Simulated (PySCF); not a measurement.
Species: dicyanothioketene, C4N2S.
Atom-mapped SMILES: `[N:1]#[C:2][C:3](=[C:4]=[S:5])[C:6]#[N:7]`

Structure used (GFN2-xTB), in Å, numbered top down from 1:
```xyz
7
C4N2S angstrom
N     -1.396    2.141    0.076
C     -0.763    1.189    0.040
C      0.004    0.001   -0.004
C      1.325    0.027   -0.067
S      2.862    0.058   -0.142
C     -0.716   -1.217    0.024
N     -1.312   -2.193    0.046
```

Theory: PySCF 2.14.0, density-fitted response routines, TDDFT PBE0/def2-SVPD, vertical, gas phase, core orbitals frozen in the response.

Kohn–Sham orbitals with the atoms that hold most of them (Löwdin shares over 4%, at most four atoms; ? is withheld):

```json
{"orbital": "HOMO-3", "ε (eV)": "-10.85", "atoms": "N1 28%, N7 27%, C2 18%, C6 18%"}
{"orbital": "HOMO-2", "ε (eV)": "-10.73", "atoms": "N1 26%, N7 26%, C2 22%, C6 22%"}
{"orbital": "HOMO-1", "ε (eV)": "-10.42", "atoms": "?"}
{"orbital": "HOMO", "ε (eV)": "?", "atoms": "?"}
{"orbital": "LUMO", "ε (eV)": "-4.14", "atoms": "S5 43%, C4 40%, C3 8%"}
{"orbital": "LUMO+1", "ε (eV)": "-2.65", "atoms": "C4 31%, S5 26%, C3 15%, N7 8%"}
{"orbital": "LUMO+2", "ε (eV)": "-0.60", "atoms": "N7 22%, N1 22%, C6 17%, C2 17%"}
```

(1) Give the leading atoms of the HOMO-1.

(2) Which atoms hold the HOMO, and with what shares?

(3) What is the HOMO energy, and the HOMO–LUMO gap?

## Answers

(1) N1 (bonded to C) 26%; N7 (bonded to C) 26%; C2 (bonded to C and N) 21%; C6 (bonded to C and N) 21%. By element: nitrogen 53%, carbon 42% or more.

(2) S5 (bonded to C) 30%; C3 (bonded to 3 C) 20%; C4 (bonded to C and S) 13%; N1 (bonded to C) 12%. By element: carbon 33% or more, sulfur 30%, nitrogen 12% or more.

(3) ε(HOMO) = -8.10 eV; the gap is 3.96 eV (0.1455 hartree).

Question: How does S1 compare with the orbital gap of 3.96 eV?

Answer: S1 is at 2.34 eV (f = 0.0000), 1.62 eV below the gap, made of HOMO→LUMO (99%). 

Question: Give energy, strength and leading configuration of S1, S4 and S5, and follow the Löwdin shares of the leading atoms from the occupied to the empty orbital.

Answer: 
- S1 (2.34 eV, f 0.0000), HOMO→LUMO (99%): S5 30% → 43%, C3 20% → 8%, C4 13% → 40%
- S4 (5.30 eV, f 0.065), HOMO-1→LUMO (77%): N1 26% → at most 4%, N7 26% → at most 4%, S5 at most 6% → 43%, C4 at most 6% → 40%
- S5 (5.46 eV, f 0.0003), HOMO-2→LUMO (97%): N1 26% → at most 4%, N7 26% → at most 4%, S5 at most 6% → 43%, C4 at most 6% → 40%

Löwdin shares depend on the basis, the more so with diffuse functions.

Time: 11 s (grids of density and orbitals included); peak memory 0.70 GiB. Hardware: one thread, Arm Neoverse V2 (aarch64), shared host.
